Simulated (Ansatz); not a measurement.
Cl9HSi3Sn (`Cl[Si](Cl)(Cl)[SnH]([Si](Cl)(Cl)Cl)[Si](Cl)(Cl)Cl`). The species carries charge 0 and has multiplicity 1. Sn takes the def2 core potential.

```xyz
14

Cl    2.730    2.599   -0.638
Si    0.753    2.122   -0.807
Cl   -0.358    3.783   -0.397
Cl    0.385    1.553   -2.729
Sn    0.146    0.214    0.787
Si    1.527   -1.837    0.128
Cl    1.139   -2.329   -1.812
Cl    3.522   -1.451    0.314
Cl    1.057   -3.432    1.310
Si   -2.325   -0.351    0.438
Cl   -2.881   -1.913    1.627
Cl   -2.641   -0.871   -1.507
Cl   -3.501    1.257    0.881
H     0.446    0.655    2.404
```

Question: What are the harmonic wavenumbers in cm⁻¹ at PBE0-D4/def2-TZVP (Ansatz, finite differences of forces, unscaled)? (An estimate is asked.)

Answer: The calculation gave: 10i, 17, 17, 31, 31, 40, 75, 78, 78, 102, 102, 105, 140, 151, 151, 174, 174, 174, 188, 188, 189, 304, 314, 314, 484, 484, 523, 523, 542, 582, 592, 592, 597, 597, 604, 1950.
